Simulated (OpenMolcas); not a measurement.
Ni4+ among 3 point charges of -3 e arranged as a planar triangle (D3h).

```
Program             : OpenMolcas 26.06
Method              : SS-CASPT2, IPEA 0.25 Eh, imaginary shift 0.1 Eh (closed shells correlated: 3s 3p)
Basis               : ANO-RCC-VDZP [5s4p2d1f]
Scalar Hamiltonian  : DKH2, point nucleus
Active space        : 6 electrons in 5 orbitals (3d)
State averaging     : 2S+1 = 5 even, 5 roots; 2S+1 = 3 even, 45 roots; 2S+1 = 1 even, 50 roots
Spin-orbit coupling : RASSI with atomic mean-field integrals over the reference wave functions
```

All point charges move together. At R = 1.94 Å the first state of the same spin is 2350 cm-1, and at R = 2.06 Å it is 1970 cm-1.

Problem. A third run gives 1670 cm-1. What distance was it run at?

Solution. With a power law R^-n the two known points give n = -ln(1970 / 2350) / ln(2.06 / 1.94) = 2.94. Then R = 1.94 × (2350 / 1670)^(1/2.94) = 2.179 Å. The run was at 2.18 Å, so the estimate is off by -0.001 Å.

Roots that are degenerate in the reference are averaged as groups; the widest CASPT2 spread within a group is 100 cm-1 (the 2-fold group of multiplicity 5 near 11600 cm-1 above the lowest state of its run, R = 1.94). Shifts and gaps below about the spread of the groups concerned are not significant. Point charges give a weaker field than real ligands, and real ions of this kind are often low spin; the high spin found here belongs to the model. Free-ion shares, where given, are those of the reference states; single-state CASPT2 does not remix them. Point charges carry no covalency, so the field is a model and not that of real ligands. An unlabelled pair can be two single states that coincide in this model. No measured value stands beside these numbers.
